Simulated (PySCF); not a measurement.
**Static response to an electric field**

C3H7FOSi.
Cartesian coordinates in Å at the GFN2-xTB level; atoms count from 1:
```
atom  x, y, z in Å
O1    -0.5550    1.6887    0.7301
C2    -1.3849    0.8676    0.4584
C3    -1.0429   -0.5648    0.1694
F4    -2.1372   -1.1812   -0.4139
C5     0.1980   -0.6688   -0.6900
Si6    1.6576    0.3266    0.0540
H7    -2.4600    1.1088    0.4028
H8    -0.8928   -1.0757    1.1328
H9    -0.0397   -0.2990   -1.6875
H10    0.4607   -1.7205   -0.7950
H11    1.7240    1.6843   -0.4672
H12    2.8478   -0.3943   -0.4227
H13    1.6200    0.2288    1.5109
```

Level: wB97X-D/def2-SVPD (PySCF), static field, nuclei fixed, core orbitals frozen in the response. The polarisability tensor in these axes (au):

```
x   75.98  2.71  0.04
y    2.71 63.98  3.37
z    0.04  3.37 57.17
```

**Question.** What are the eigenvalues, a third of the trace, and Δα (Δα² = ½Σ(αi − αj)² over the three pairs)?

**Answer.** Principal values 55.74, 64.80 and 76.60 au; mean 65.71 au = 9.74 Å³ = 10.83 × 10⁻⁴⁰ C²·m²/J; Δα = 18.12 au (28 % of the mean).

**Question.** What is the dipole moment, and where does it point?

**Answer.** (-0.60, -0.79, 0.12) D, 1.00 D in size, pointing from the negative to the positive side. Measured along this direction, the outermost atoms are H11 at the negative end and F4 at the positive end.

**Question.** Traceless (Buckingham) quadrupole moment about the centre of nuclear charge: eigenvalues?

**Answer.** -8.55, 2.78, 5.78 D·Å. The values depend on the origin, since the dipole doesn't vanish. The electronic extent ⟨r²⟩ about the same centre is 784 bohr², a root-mean-square distance of 1.98 Å for the 56 electrons.

**Question.** Rayleigh depolarisation ratio (linearly polarised light, static tensor)?

**Answer.** ρ = 3Δα²/(45ᾱ² + 4Δα²) = 984.7/(194304 + 1312.9) = 0.00503.

**Question.** Along which axes do the principal values lie, and how far do the nuclei extend along each?

**Answer.** Largest value along (0.97, 0.22, 0.04), where the nuclei span 5.03 Å; middle along (-0.22, 0.89, 0.39), 3.87 Å; least along (0.05, -0.39, 0.92), 2.85 Å. The response follows the extents in order.

**Question.** Find the Langevin capture rate constant for H3+ (3.023 u) meeting this molecule (106.025 u), k = 2.342 × 10⁻⁹ cm³/s × √(α in Å³ / reduced mass in u).

**Answer.** The reduced mass is 2.94 u, so k = 4.26 × 10⁻⁹ cm³/s. The formula leaves out the permanent dipole, which adds to the capture rate.

**Question.** Orientational against electronic polarisability at 350 K (dilute gas, rigid molecules)?

**Answer.** In Gaussian units μ²/3kT = 6.86 Å³ against 9.74 Å³, a ratio of 0.70; the Debye molar polarisation (4π/3)N_A(α + μ²/3kT) is 41.9 cm³/mol, leaving out the vibrational part.

Isolated species at its GFN2-xTB geometry (one conformer only).

These values come from a run that also computed excited states. The run took 13 s wall on an AMD EPYC 9R45 with one thread (shared host), and the process peaked at 0.76 GiB of memory.
